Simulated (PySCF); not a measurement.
Excitation energy of Sb by level of theory

Sb [Kr] 4d10 5s2 5p3 (4S) → Sb [Kr] 4d10 5s2 5p2 6s1 (4P), as a difference of total energies. All numbers are calculated (PySCF 2.14, scalar relativity through the core potential, in aug-cc-pwCVDZ-PP with ECP28MDF). Correlated levels: valence: 4s2 4p6 4d10 frozen; valence and next inner shell: nothing frozen outside the core potential. The calculations carry no spin-orbit coupling.

```csv
method,excitation energy (cm⁻¹),error (cm⁻¹)
UHF,46840,+150
LDA,46055,-635
PBE,45619,-1071
PBE0,46915,+226
r2SCAN,48781,+2091
BLYP,44820,-1870
HSE06,46577,-113
PBEsol,46099,-591
MP2 (valence),47304,+614
SCS-MP2 (valence),47063,+373
MP2 (valence and next inner shell),47409,+719
SCS-MP2 (valence and next inner shell),46980,+291
```

Reference: 46690 cm⁻¹ (measured; NIST levels, between the centres of gravity of the two terms).

Errors of the correlated levels include the incompleteness of this basis and the frozen core.
